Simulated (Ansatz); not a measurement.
Consider the ligand exchange at a Ge–N bond: `C[N]([GeH3])[SiH2]O` + HCl → `[Cl][GeH3]` + `CN[SiH2]O`.

Computed with Ansatz on PBE0-D4/def2-TZVP structures; ΔE is electronic, products minus reactants. CCSD(T)/CBS adds triple-zeta CCSD(T) − MP2 to the extrapolated MP2 energy (def2 sets, frozen cores). This one scheme is used for every species. Functionals use def2-TZVPP. B3LYP here is the variant with VWN-RPA as its local correlation; programs differ in this. For Ge outer-core shells are correlated without core-valence functions, which leaves a few kJ/mol of doubt a bond. Scalar relativity is left out up to krypton. Each species was taken in one conformer, which may not be the lowest.

| level | ΔE (kcal/mol) | difference from CCSD(T)/CBS |
| --- | --- | --- |
| PBE-D4 | -15.6 | -1.8 |
| r2SCAN-D4 | -16.2 | -2.4 |
| PBE0-D4 | -16.1 | -2.3 |
| B3LYP-D4 | -15.7 | -1.9 |
| ωB97X-V | -15.8 | -2.0 |
| ωB97M-V | -15.8 | -2.0 |
| B2PLYP | -16.3 | -2.5 |
| PBE | -17.4 | -3.6 |
| r2SCAN | -16.7 | -2.9 |
| PBE0 | -17.7 | -3.9 |
| B3LYP | -18.4 | -4.6 |
| HF/def2-TZVPP | -20.1 | -6.3 |
| MP2/def2-TZVPP | -13.0 | 0.8 |
| SCS-MP2/def2-TZVPP | -13.8 | 0.0 |
| CCSD/def2-TZVPP | -13.9 | -0.1 |
| CCSD(T)/def2-TZVPP | -13.1 | 0.7 |
| HF/def2-QZVPP | -20.2 | -6.4 |
| MP2/def2-QZVPP | -13.4 | 0.4 |
| SCS-MP2/def2-QZVPP | -14.3 | -0.5 |
| HF/CBS(def2) | -20.2 | -6.4 |
| MP2/CBS(def2) | -13.7 | 0.1 |
| CCSD/CBS(def2) | -14.7 | -0.9 |
| CCSD(T)/CBS | -13.8 | 0 |

Largest T1 diagnostic among the species: 0.012.

The D4 term adds +2.8 kcal/mol with B3LYP and +1.6 kcal/mol with PBE0; it sums over pairs of atoms, weighted by their polarisabilities, and B3LYP, whose exchange is more repulsive, gets the larger term. In def2-TZVPP, CCSD(T) changes the Hartree–Fock value by +7.0 kcal/mol (the triples alone add +0.9 kcal/mol) and MP2 by +7.1 kcal/mol.
